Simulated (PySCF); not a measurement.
Species: C3H7FO3Si2.
Z-matrix (Å and degrees, GFN2-xTB geometry), rows numbered from 1:
```
O 
C   1  1.2123
Si  2  1.9166  1  124.19
O   2  1.3360  1  122.78  3  -178.98
C   4  1.4072  2  114.09  1    -5.23
F   5  1.3829  4  106.06  2   -97.90
C   5  1.5194  4  116.76  2   136.37
O   7  1.4219  5   98.84  4  -120.34
Si  8  1.6830  7   99.14  5     2.88
H   3  1.4583  2  107.34  1   178.25
H   3  1.4603  2  106.99  1    56.81
H   3  1.4618  2  106.02  1   -61.41
H   7  1.0903  5  112.40  4   122.97
H   7  1.0913  5  113.77  4    -3.16
H   9  1.4504  5  109.53  4  -126.03
H   9  1.4510  5  122.98  4    21.10
```

Mulliken charges (e) from the PBE0/pcSseg-1 density (PySCF), one withheld:

```
atom       bonded to   charge
  O1              C2  -0.4373
  C2       O1 Si3 O4  +0.2771
 Si3  C2 H10 H11 H12  +0.5424
  O4           C2 C5  -0.4155
  C5    O4 F6 C7 Si9  +0.0936
  F6              C5  -0.3078
  C7   C5 O8 H13 H14  +0.1562
  O8          C7 Si9  -0.6117
 Si9   O8 C5 H15 H16        ?
 H10             Si3  -0.0629
 H11             Si3  -0.0584
 H12             Si3  -0.0624
 H13              C7  +0.1339
 H14              C7  +0.1201
 H15             Si9  -0.0950
 H16             Si9  -0.0939
```

What is the charge on Si9?

The charges add up to the total charge, 0. The others sum to -0.8216, which leaves +0.8216 e for Si9 (oxygen-bound silicon).

Add each hydrogen's charge to the atom that carries it.

Si3 +0.3587, C7 +0.4102, Si9 +0.6327. Atoms without hydrogen keep their charges.

Across which bond do the charges differ most?

Si9–O8: +0.8216 on Si9 against -0.6117 on O8, a difference of 1.4333 e. The lower charge is on the more electronegative element of the two (Pauling values: O 3.44, Si 1.90).

Take the bonds between elements whose Pauling electronegativities differ by more than 0.25. In how many does the more electronegative atom carry the lower charge?

In 13 of 15; it doesn't in C7–H13 and C7–H14.

How much positive and how much negative charge does this set hold in all?

+2.1449 e on 7 atoms and -2.1449 e on 9.

The Mulliken scheme counts on each atom the diagonal of the density matrix times the overlap matrix over that atom's basis functions. Geometry: GFN2-xTB, one conformer, isolated molecule. GFN2-xTB frequencies show an imaginary mode (35i cm⁻¹), so this geometry is no minimum at that level.

These values come from a run that also computed NMR shieldings. Time: 41 s of wall time; peak memory 0.91 GiB. Hardware: one thread, Arm Neoverse V1 (aarch64), no GPU (shared host).
